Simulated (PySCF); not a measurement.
Electron correlation in Ar⁺ (argon, charge +1)

[Ne] 3s2 3p5, 2P determinant. Calculation: PySCF 2.14, in x2c-SVPall; scalar relativity by spin-free X2C-1e. Frozen: [Ne]; 7 electrons correlated.

MP2 pair energies summed by pair of shells (mhartree):

```csv
pair,energy,share (%)
3p-3p,-78.46,68.7
3s-3p,-29.07,25.4
3s-3s,-6.71,5.9
```

Total MP2 correlation energy: -114.24 mhartree.

Same-spin part -28.81 and opposite-spin part -85.43 mhartree; SCS-MP2 scales them by 1/3 and 6/5 to -112.12 mhartree.

```json
{"level": "CCSD", "correlation energy (mhartree)": "-130.69"}
{"level": "(T)", "correlation energy (mhartree)": "-0.88"}
{"level": "CCSD(T)", "correlation energy (mhartree)": "-131.57"}
```

Diagnostics: T1 = 0.0043, D1 = 0.0158, largest double amplitude 0.050.

Cost of the coupled-cluster step: 0.08 s of wall time on 1 thread of Neoverse-V1 (shared host), for 7 correlated electrons.

Iterations:

```
CC2 = 0
CCSD nocc = (np.int64(4), np.int64(3)), nmo = (13, 13)
frozen orbitals [[0, 1, 2, 3, 4], [0, 1, 2, 3, 4]]
max_cycle = 100
direct = 0
conv_tol = 1e-08
conv_tol_normt = 1e-06
diis_space = 8
diis_start_cycle = 0
Init t2, MP2 energy = -0.114238096845894
Init E_corr(UCCSD) = -0.114238096846724
cycle = 1  E_corr(UCCSD) = -0.127646859809539  dE = -0.013408763  norm(t1,t2) = 0.0275052
cycle = 2  E_corr(UCCSD) = -0.129834347351158  dE = -0.00218748754  norm(t1,t2) = 0.00815323
cycle = 3  E_corr(UCCSD) = -0.130704325571493  dE = -0.00086997822  norm(t1,t2) = 0.00292262
cycle = 4  E_corr(UCCSD) = -0.130687097547806  dE = 1.72280237e-05  norm(t1,t2) = 0.000220295
cycle = 5  E_corr(UCCSD) = -0.130688974268207  dE = -1.8767204e-06  norm(t1,t2) = 4.33689e-05
cycle = 6  E_corr(UCCSD) = -0.130688843718524  dE = 1.30549683e-07  norm(t1,t2) = 5.96542e-06
cycle = 7  E_corr(UCCSD) = -0.130688882476125  dE = -3.87576012e-08  norm(t1,t2) = 9.41427e-07
cycle = 8  E_corr(UCCSD) = -0.130688874537507  dE = 7.93861815e-09  norm(t1,t2) = 1.56411e-07
UCCSD converged
E(UCCSD) = -528.0065832728624  E_corr = -0.1306888745375072
UCCSD(T) correction = -0.000878556923718949
```
